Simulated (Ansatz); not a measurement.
Consider the redistribution: `[NH2][Al]([OH])[OH]` + `O[B-]1(O)OC(C(F)(F)F)=CC(C(F)(F)F)=[O+]1` → `[OH][Al-]1([OH])[O]C(C(F)(F)F)=CC(C(F)(F)F)=[O+]1` + `NB(O)O`.

Gas-phase electronic energies from Ansatz, PBE0-D4/def2-TZVP geometries. CCSD(T)/CBS adds triple-zeta CCSD(T) − MP2 to the extrapolated MP2 energy (def2 sets, frozen cores). This one scheme is used for every species. Each species was taken in one conformer, which may not be the lowest.

| species | HF/def2-SVP energy (Eh) |
| --- | --- |
| `[NH2][Al]([OH])[OH]` | -448.33707 |
| `O[B-]1(O)OC(C(F)(F)F)=CC(C(F)(F)F)=[O+]1` | -1111.13446 |
| `[OH][Al-]1([OH])[O]C(C(F)(F)F)=CC(C(F)(F)F)=[O+]1` | -1328.37477 |
| `NB(O)O` | -231.17284 |

Problem. Work out ΔE.

Solution. ΔE = (-1328.37477) + (-231.17284) − (-448.33707) − (-1111.13446) = -0.07608 Eh = -47.7 kcal/mol. CCSD(T)/CBS gives -39.5 kcal/mol.

Largest T1 diagnostic among the species: 0.015.

From BLYP to BHLYP (50 % exact exchange), in def2-TZVPP and without D4, ΔE moves by −3.4 kcal/mol. At CCSD(T), def2-SVP lies −1.9 kcal/mol from the extrapolated value and def2-TZVPP +1.0 kcal/mol.
